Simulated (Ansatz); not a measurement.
Program: Ansatz. Geometries: PBE0-D4/def2-TZVP. ΔE: electronic, gas phase. CBS: MP2 limit from def2 TZ/QZ plus the TZ coupled-cluster correction, frozen cores. Functionals use def2-TZVPP. For Ge outer-core shells are correlated without core-valence functions, which leaves a few kJ/mol of doubt a bond. Scalar relativity is left out up to krypton. Each species was taken in one conformer, which may not be the lowest.

Reaction (substitution at a C–O bond): `CO[Si](C)(N)F` + `[F][Ge][SH]` → `C[S][Ge][F]` + `C[Si](N)(O)F`

`CO[Si](C)(N)F`:

Z-matrix (Å, degrees):
```
C
O 1 1.411
H 1 1.092 2 108.4
H 1 1.094 2 110.6 3 119.0
H 1 1.095 2 111.5 3 -119.9
Si 2 1.629 1 125.1 3 156.6
N 6 1.703 2 110.7 1 -49.8
C 6 1.845 2 105.8 1 -178.3
F 6 1.602 2 110.7 1 64.1
H 7 1.006 6 121.0 2 141.4
H 7 1.005 6 122.9 2 -62.5
H 8 1.092 6 110.8 2 -55.1
H 8 1.093 6 110.7 2 64.6
H 8 1.092 6 110.7 2 -175.6
```

`[F][Ge][SH]`:

Z-matrix (Å, degrees):
```
Ge
F 1 1.757
S 1 2.235 2 95.2
H 3 1.345 1 92.2 2 -180.0
```

`C[S][Ge][F]`:

Cartesian coordinates in Å:
```
C 0.090 0.865 -0.291
S 1.098 -0.047 0.908
Ge 0.222 -2.086 1.056
F -1.106 -1.894 -0.098
H -0.326 1.741 0.206
H 0.734 1.184 -1.109
H -0.712 0.237 -0.671
```

`C[Si](N)(O)F`:

Cartesian coordinates in Å:
```
C -1.401 0.126 -0.475
Si 0.253 -0.276 0.245
N 1.224 1.106 0.316
O 1.118 -1.390 -0.588
F -0.037 -0.945 1.681
H -1.897 0.914 0.097
H -2.053 -0.751 -0.460
H -1.301 0.463 -1.508
H 0.858 2.011 0.555
H 2.219 1.045 0.451
H 1.018 -2.302 -0.314
```

Is it downhill or uphill in electronic energy at CCSD(T)/CBS, and by how much? (An estimate is asked.)

Computed: Downhill: ΔE = -45.8 kJ/mol.

What do these levels give: PBE, PBE0, HF/def2-TZVPP, HF/def2-QZVPP, MP2/def2-QZVPP, CCSD/CBS(def2)? (Best estimate.)

The calculation gave: PBE -47.4, PBE0 -45.5, HF/def2-TZVPP -28.6, HF/def2-QZVPP -27.3, MP2/def2-QZVPP -50.5, CCSD/CBS(def2) -43.0 kJ/mol.

Largest T1 diagnostic among the species: 0.015.

In def2-TZVPP, CCSD(T) changes the Hartree–Fock value by −12.9 kJ/mol (the triples alone add −2.8 kJ/mol) and MP2 by −19.9 kJ/mol.
